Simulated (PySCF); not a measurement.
**Excitation energy of Ne²⁺ by level of theory**

Ne²⁺ [He] 2s2 2p4 (3P) → Ne²⁺ [He] 2s2 2p3 3d1 (5D), as a difference of total energies. All numbers are calculated (PySCF 2.14, the non-relativistic Hamiltonian (point nucleus), in aug-cc-pwCVDZ (5s4p2d, 27 functions)). Correlated levels: valence: 1s2 frozen. The calculations carry no spin-orbit coupling.

| method | excitation energy (eV) |
| --- | --- |
| UHF | 60.856 |
| MP2 (valence) | 61.543 |
| SCS-MP2 (valence) | 61.601 |
| CCSD (valence) | 61.447 |
| CCSD(T) (valence) | 61.441 |
| CCSDT (valence) | 61.435 |

Q: How much does correlation contribute at CCSD(T) (valence)?

A: 61.441 − (60.856) = 0.585 eV, measured against UHF.

A first-order spin-orbit estimate (lowest level to lowest level, LS coupling) adds 0.034 eV.

The promoted electron is Rydberg-like, and one or two diffuse shells describe it only roughly, which tends to raise the upper state.
